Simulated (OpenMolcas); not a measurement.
## Ar⁵⁺: the spin-orbit constant, worked from levels

- Program: OpenMolcas
- Basis: ANO-RCC-VQZP [6s5p3d2f1g]
- Scalar Hamiltonian: DKH2, point nucleus
- Active space: 3 electrons in 9 orbitals (RAS2 3s 3p; RAS3 3d, at most 2 electrons)
- State averaging: 2S+1 = 4 odd, 1 root; 2S+1 = 2 odd, 11 roots; 2S+1 = 4 even, 3 roots; 2S+1 = 2 even, 9 roots
- Spin-orbit coupling: state interaction with AMFI integrals over the reference wave functions, term energies averaged over their components

Methods: RASSCF; MS-RASPT2, IPEA 0.25 Eh, imaginary shift 0.1 Eh (closed shells correlated: 2s 2p). Measured levels: Saloman, J. Phys. Chem. Ref. Data 39, 033101 (2010).

**The spin-orbit constant.** For the Hund term ²P° of p1, E(J) = (A/2) J(J+1) + constant and ζ = 2S·A = A. From J = 1/2 to J = 3/2 the energy changes by 1.5 A.

```csv
Source,E(3/2) - E(1/2),A,ζ
RASSCF,1969.2,1312.8,1313
MS-RASPT2,1973.6,1315.7,1316
measured,2207.9,1471.9,1472
```

All in cm-1. MS-RASPT2 is off by -10.6 % and RASSCF by -10.8 %. Both methods take the spin-orbit matrix elements from the reference wave functions, so the second can move ζ only through the term energies and any multistate remixing.

Active for correlation alone: 3d; no level in the range computed is led by a configuration that fills it, so any true level of that kind is missing. Computed and measured levels are paired by configuration, term and J; levels that our copy of the source lacks, or whose pairing is in doubt (as where it misses far off the trend of its configuration), stay unpaired and out of the deviations. Levels of configurations outside the active space are missing.

° marks odd parity.
